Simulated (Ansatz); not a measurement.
The cluster Mg4O7H6. The state is a singlet with charge 0. Geometry PBE0-D4/def2-SVP; atoms count from 1.

```xyz
17

Mg   -2.1364    0.1313    0.4213
Mg    3.4410    0.1707    1.7119
Mg    0.6425    0.1084    0.7974
Mg   -1.6224   -0.3156   -2.2771
O    -0.6320   -0.8469   -0.5540
O    -0.5895    0.6693   -0.7966
O    -1.0397    0.3441    1.9358
O     2.0112   -1.1226    1.4904
O    -1.7137   -0.5953   -4.0590
O    -3.2450   -0.0813   -1.0926
O     2.1005    1.4043    1.0439
H     1.9697   -2.0728    1.5976
H    -4.1604   -0.1001   -1.3701
H     2.1254    2.3329    0.8130
H     5.0621    0.2100    2.2621
H    -1.0814    0.4900    2.8796
H    -1.1319   -0.7266   -4.8038
```

The structure holds one bond between oxygen atoms, so isomers without such links may lie far lower. The restricted singlet is unstable towards broken spin symmetry in Hartree–Fock (as tested in another run); at PBE0-D4/def2-TZVP this wasn't settled. The structure comes from a short search, and lower isomers may exist.

**Question.** Estimate the Mulliken populations from the PBE0/def2-TZVP orbitals of Ansatz.

**Answer.** 
```json
{"atom": "Mg1", "charge (e)": "1.13"}
{"atom": "Mg2", "charge (e)": "0.62"}
{"atom": "Mg3", "charge (e)": "1.30"}
{"atom": "Mg4", "charge (e)": "0.99"}
{"atom": "O5", "charge (e)": "-0.57"}
{"atom": "O6", "charge (e)": "-0.57"}
{"atom": "O7", "charge (e)": "-0.85"}
{"atom": "O8", "charge (e)": "-0.90"}
{"atom": "O9", "charge (e)": "-0.83"}
{"atom": "O10", "charge (e)": "-0.86"}
{"atom": "O11", "charge (e)": "-0.90"}
{"atom": "H12", "charge (e)": "0.33"}
{"atom": "H13", "charge (e)": "0.33"}
{"atom": "H14", "charge (e)": "0.33"}
{"atom": "H15", "charge (e)": "-0.19"}
{"atom": "H16", "charge (e)": "0.33"}
{"atom": "H17", "charge (e)": "0.30"}
```
Mulliken values depend strongly on the basis.

**Question.** And the Mayer bond orders between heavy atoms (over 0.3)?

**Answer.** Mg1–O7 0.60 (1.88 Å); Mg1–O10 0.51 (1.89 Å); Mg2–O8 0.47 (1.94 Å); Mg2–O11 0.47 (1.94 Å); Mg3–O8 0.33 (1.97 Å); Mg3–O11 0.33 (1.97 Å); Mg4–O5 0.30 (2.06 Å); Mg4–O6 0.30 (2.06 Å); Mg4–O9 0.85 (1.81 Å); Mg4–O10 0.32 (2.02 Å); O5–O6 0.76 (1.54 Å).
